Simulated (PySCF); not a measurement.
## Steps of a relaxation of [La(NH2)4]−

[La(NH2)4]− (singlet; a saddle point, relaxed within its symmetry). PySCF 2.14.0, RKS PBE0, La def2-SVP with ECP46, N def2-SVP, H def2-SVP; non-relativistic Hamiltonian with scalar-relativistic core potentials where named; density fitting; no spin-orbit coupling. Origin of the start: template. Columns: position (Å) and force (eV/Å). Energies are counted from the last step; some of the 11 steps are shown. Forces carry noise of the integration grid, about 0.01 to 0.03 eV/Å.

Run from Python with OMP_NUM_THREADS=2. Where DIIS fails, smearing, a level shift and second-order steps follow.
It took 63 s on 2 threads of Arm Neoverse V2 (shared host), from the converged density of the start.

```xyz
13
step 0  E = 0.182 eV
La    0.0000    0.0000    0.0000     0.00    0.00    0.00
N     1.3614    1.3614    1.3614    -0.19    0.11    0.11
H     1.7020    1.1151    2.2889     0.22    0.24    0.08
H     1.7020    2.2889    1.1151     0.22    0.08    0.24
N    -1.3614   -1.3614    1.3614     0.19   -0.11    0.11
H    -1.7020   -1.1151    2.2889    -0.22   -0.24    0.08
H    -1.7020   -2.2889    1.1151    -0.22   -0.08    0.24
N     1.3614   -1.3614   -1.3614    -0.19   -0.11   -0.11
H     1.7020   -2.2889   -1.1151     0.22   -0.08   -0.24
H     1.7020   -1.1151   -2.2889     0.22   -0.24   -0.08
N    -1.3614    1.3614   -1.3614     0.19    0.11   -0.11
H    -1.7020    2.2889   -1.1151    -0.22    0.08   -0.24
H    -1.7020    1.1151   -2.2889    -0.22    0.24   -0.08
```

```xyz
13
step 3  E = 0.015 eV
La    0.0000    0.0000    0.0000     0.00    0.00    0.00
N     1.3122    1.4260    1.4260    -0.18   -0.08   -0.08
H     1.7722    1.1585    2.2938     0.07   -0.08    0.18
H     1.7722    2.2938    1.1585     0.07    0.18   -0.08
N    -1.3122   -1.4260    1.4260     0.18    0.08   -0.08
H    -1.7722   -1.1585    2.2938    -0.07    0.08    0.18
H    -1.7722   -2.2938    1.1585    -0.07   -0.18   -0.08
N     1.3122   -1.4260   -1.4260    -0.18    0.08    0.08
H     1.7722   -2.2938   -1.1585     0.07   -0.18    0.08
H     1.7722   -1.1585   -2.2938     0.07    0.08   -0.18
N    -1.3122    1.4260   -1.4260     0.18   -0.08    0.08
H    -1.7722    2.2938   -1.1585    -0.07    0.18    0.08
H    -1.7722    1.1585   -2.2938    -0.07   -0.08   -0.18
```

```xyz
13
step 7  E = 0.004 eV
La    0.0000    0.0000    0.0000     0.00    0.00    0.00
N     1.2681    1.4505    1.4505     0.01   -0.01   -0.01
H     1.7243    1.1811    2.3267    -0.03    0.03   -0.05
H     1.7243    2.3267    1.1811    -0.03   -0.05    0.03
N    -1.2681   -1.4505    1.4505    -0.01    0.01   -0.01
H    -1.7243   -1.1811    2.3267     0.03   -0.03   -0.05
H    -1.7243   -2.3267    1.1811     0.03    0.05    0.03
N     1.2681   -1.4505   -1.4505     0.01    0.01    0.01
H     1.7243   -2.3267   -1.1811    -0.03    0.05   -0.03
H     1.7243   -1.1811   -2.3267    -0.03   -0.03    0.05
N    -1.2681    1.4505   -1.4505    -0.01   -0.01    0.01
H    -1.7243    2.3267   -1.1811     0.03   -0.05   -0.03
H    -1.7243    1.1811   -2.3267     0.03    0.03    0.05
```

Task: Where does the relaxation end?

Result: It converges at step 10 in D2d:
```xyz
13
step 10  E = 0
La    0.0000    0.0000    0.0000
N     1.2327    1.4612    1.4612
H     1.6604    1.2126    2.3562
H     1.6604    2.3562    1.2126
N    -1.2327   -1.4612    1.4612
H    -1.6604   -1.2126    2.3562
H    -1.6604   -2.3562    1.2126
N     1.2327   -1.4612   -1.4612
H     1.6604   -2.3562   -1.2126
H     1.6604   -1.2126   -2.3562
N    -1.2327    1.4612   -1.4612
H    -1.6604    2.3562   -1.2126
H    -1.6604    1.2126   -2.3562
```

Task: How did the contacts change?

Result: 
| contact | start (Å) | end (Å) |
| --- | --- | --- |
| La1–N2 (NH2) | 2.358 | 2.406 |
| La1–N5 (NH2) | 2.358 | 2.406 |
| La1–N8 (NH2) | 2.358 | 2.406 |
| La1–N11 (NH2) | 2.358 | 2.406 |
